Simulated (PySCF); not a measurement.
Bond length, frequency and bond energy of HgC⁺ by level of theory

State: ²Π (doublet), unpaired electrons π ↑. Set-up: Hg def2-SVP with ECP60, C def2-SVP; scalar-relativistic core potentials (PySCF 2.14). De refers to Hg⁺ + C in their high-spin ground configurations, without counterpoise correction. The functionals are run spin-unrestricted. A positive dipole points towards C; it is taken about the centre of mass and depends on that origin. Levels whose curve was spin-contaminated or gave no clean fit are not listed.

```
      Level  Re (Å)  ωe (cm⁻¹)  De (eV)  μ (D)
        UHF   2.274        378   -0.239   0.70
    UHF-MP2   2.182        399     1.48    n/a
   UHF-CCSD   2.210        385     1.46    n/a
UHF-CCSD(T)   2.210        379     1.67    n/a
        PBE   2.157        404     2.44   1.42
     PBEsol   2.119        430     2.66   1.37
       TPSS   2.177        401     2.25   1.37
     r²SCAN   2.151        412     2.07   1.31
      B3LYP   2.204        380     1.96   1.49
       PBE0   2.172        404     1.89   1.20
      ωB97X   2.196        380     1.72   1.06
```

The bond length runs from 2.119 Å (PBEsol) to 2.274 Å (UHF). De spans -0.24 eV (UHF, mean field) to 2.66 eV (PBEsol, GGA). Correlation at CCSD(T) changes the Hartree–Fock bond energy by +1.91 eV; the triples alone change it by +0.21 eV.

Correlated steps freeze 1 core orbital. Correlated levels converge slowly with the basis: in double zeta they bind strong bonds too weakly, by up to about 1 eV, and carry superposition errors of some tenths. Spin–orbit coupling is left out, which matters for elements this heavy, above all for dissociation energies. For an ion De counts to the pair picked by the measured ionisation energies or electron affinities, which need not be the lowest pair at this level. A negative De means that the minimum lies above the separated atoms at that level. The state was picked by a PBE0 search and need not be the measured ground state.
